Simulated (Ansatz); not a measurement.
Reactions of B₂O₃ (`O=BOB=O`).

Isolated molecules relaxed with PBE0-D4/def2-TZVP in Ansatz; ΔE leaves out vibrations. CBS: MP2 limit from def2 TZ/QZ plus the TZ coupled-cluster correction, frozen cores. This one scheme is used for every species, atoms too. DFT in def2-TZVPP. Open shells (•) are unrestricted, without spin–orbit coupling. Spin–orbit coupling would lower the free atoms: a little for B, O. One conformer a species, not always the lowest.

| reaction | RPA@PBE/def2-TZVPP (eV) |
| --- | --- |
| `O=BOB=O` + H₂O → `O=BO` + `O=BO` | -0.23 |
| `O=BOB=O` → 2 B• + 3 O• | 25.77 |
| `O=BOB=O` + HCl → `O=BCl` + `O=BO` | 0.00 |
| `O=BOB=O` + H–F → `O=BF` + `O=BO` | -0.31 |

Question: Give the CCSD(T)/CBS values in the same order. (An estimate is asked.)

Answer: The calculation gave: -0.22, 28.37, 0.02, -0.27 eV.

Largest T1 diagnostic: 0.018, for `O=BOB=O`.
